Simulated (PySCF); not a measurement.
A species of formula C11H14 has this rotational fingerprint, computed with PBE0-D3(BJ)/def2-SVP geometry optimisation, gas phase in PySCF 2.14.0:

- Rotational constants: A = 2966, B = 551.1, C = 516.4 MHz
- Dipole components: |μa| = 0.65 D, |μb| = 0.04 D, |μc| = 0.00 D
- Inertial defect: -108.82 u·Å²
- κ: -0.97

**Question.** Which candidate fits, each taken in the one conformer that was computed?
A. `[CH2:1]=[CH:2][c:3]1[cH:4][cH:5][c:6]([CH:7]([CH3:8])[CH3:9])[cH:10][cH:11]1` with C1–C2–C3–C4 -2°, C5–C6–C7–C8 -65°
B. `[CH3:1][CH2:2][CH2:3]/[CH:4]=[CH:5]\[c:6]1[cH:7][cH:8][cH:9][cH:10][cH:11]1` with C1–C2–C3–C4 180°, C2–C3–C4–C5 -139°, C4–C5–C6–C7 145°
C. `[CH2:1]=[C:2]([CH2:3][CH2:4][CH3:5])[c:6]1[cH:7][cH:8][cH:9][cH:10][cH:11]1` with C1–C2–C3–C4 117°, C2–C3–C4–C5 179°, C1–C2–C6–C7 -36°

**Answer.** A. It is C=Cc1ccc(C(C)C)cc1, a near-prolate asymmetric top. The candidates at the same level (rigid rotor, commonest isotopes):

| SMILES | A (MHz) | B (MHz) | C (MHz) | μa (D) | μb (D) | μc (D) | Δ (u·Å²) | point group | rotor |
| --- | --- | --- | --- | --- | --- | --- | --- | --- | --- |
| C=C(CCC)c1ccccc1 | 1822 | 691.3 | 570.4 | 0.15 | 0.36 | 0.11 | -122.46 | C1 | asymmetric top |
| C=Cc1ccc(C(C)C)cc1 | 2966 | 551.1 | 516.4 | 0.65 | 0.04 | 0.00 | -108.82 | near Cs | near-prolate asymmetric top |
| CCC/C=C\c1ccccc1 | 2294 | 515.2 | 458.1 | 0.37 | 0.20 | 0.07 | -98.12 | C1 | near-prolate asymmetric top |

`C=C(CCC)c1ccccc1` has A 39 % too low; `CCC/C=C\c1ccccc1` has A 23 % too low. No structure here is proved a minimum.
